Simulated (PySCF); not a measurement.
Harmonic spectrum computed at B3LYP in the def2-SVP basis family (core potentials from Rb on, PySCF, no spin–orbit coupling):

```json
{"ω (cm⁻¹)": "86", "IR (km/mol, summed over degenerate members)": "22.2", "degeneracy": "1"}
{"ω (cm⁻¹)": "107", "IR (km/mol, summed over degenerate members)": "2.7", "degeneracy": "2"}
{"ω (cm⁻¹)": "354", "IR (km/mol, summed over degenerate members)": "0.0", "degeneracy": "1"}
{"ω (cm⁻¹)": "461", "IR (km/mol, summed over degenerate members)": "171", "degeneracy": "2"}
```

Which molecule gave it? In each, all ligands are bound to the one heavy central atom.
A. FeCl₃ (sextet)
B. VCl₃ (triplet)
C. YCl₃ (singlet)
D. CoCl₃ (quintet)

A. It has D3h symmetry with Fe–Cl 2.154 Å (×3).
